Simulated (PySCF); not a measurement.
# Orbital levels and atomic charges: [C4F10NO4S2]-

System: [C4F10NO4S2]- (anion), SMILES O=S(=O)([N-]S(=O)(=O)C(F)(F)C(F)(F)F)C(F)(F)C(F)(F)F.

Cartesian coordinates (Å):
```
  1 O    -1.800   -0.086    2.409
  2 S    -1.049   -0.114    1.195
  3 O    -0.525    1.125    0.714
  4 N    -0.042   -1.324    1.161
  5 S     1.007   -1.237   -0.011
  6 O     0.543   -0.581   -1.192
  7 O     1.720   -2.463   -0.173
  8 C     2.350   -0.049    0.685
  9 F     1.931    0.621    1.776
 10 F     3.409   -0.791    1.098
 11 C     2.851    0.922   -0.381
 12 F     3.263    0.256   -1.463
 13 F     3.929    1.623    0.040
 14 F     1.957    1.817   -0.759
 15 C    -2.371   -0.602   -0.114
 16 F    -3.467   -1.070    0.535
 17 F    -1.962   -1.611   -0.908
 18 C    -2.804    0.598   -0.952
 19 F    -3.870    0.311   -1.734
 20 F    -1.867    1.056   -1.763
 21 F    -3.204    1.599   -0.163
```

Method: CAM-B3LYP/6-31G*, gas phase, PySCF, fitting set def2-universal-JFIT up to Ne and JKFIT beyond, grid level 1.

**Question.** Give the orbital energies near the gap.

**Answer.** 
```
orbital     eV
 HOMO-4  -6.72
 HOMO-3  -6.43
 HOMO-2  -6.42
 HOMO-1  -5.90
   HOMO  -5.83
   LUMO   5.38
 LUMO+1   6.09
 LUMO+2   6.42
 LUMO+3   6.52
```

**Question.** Give the partial charges of the non-hydrogen atoms.

**Answer.** 
| atom | Mulliken | IAO | Hirshfeld |
| --- | --- | --- | --- |
| O1 | -0.50 | -0.90 | -0.35 |
| S2 | 1.10 | 2.12 | 0.45 |
| O3 | -0.55 | -0.92 | -0.35 |
| N4 | -0.68 | -1.07 | -0.33 |
| S5 | 1.10 | 2.12 | 0.45 |
| O6 | -0.55 | -0.92 | -0.35 |
| O7 | -0.50 | -0.90 | -0.35 |
| C8 | 0.36 | 0.30 | 0.14 |
| F9 | -0.28 | -0.27 | -0.08 |
| F10 | -0.30 | -0.28 | -0.10 |
| C11 | 0.83 | 0.79 | 0.24 |
| F12 | -0.27 | -0.27 | -0.09 |
| F13 | -0.31 | -0.29 | -0.12 |
| F14 | -0.25 | -0.25 | -0.07 |
| C15 | 0.36 | 0.30 | 0.14 |
| F16 | -0.30 | -0.28 | -0.10 |
| F17 | -0.28 | -0.27 | -0.08 |
| C18 | 0.83 | 0.79 | 0.24 |
| F19 | -0.31 | -0.29 | -0.12 |
| F20 | -0.25 | -0.25 | -0.07 |
| F21 | -0.27 | -0.27 | -0.09 |
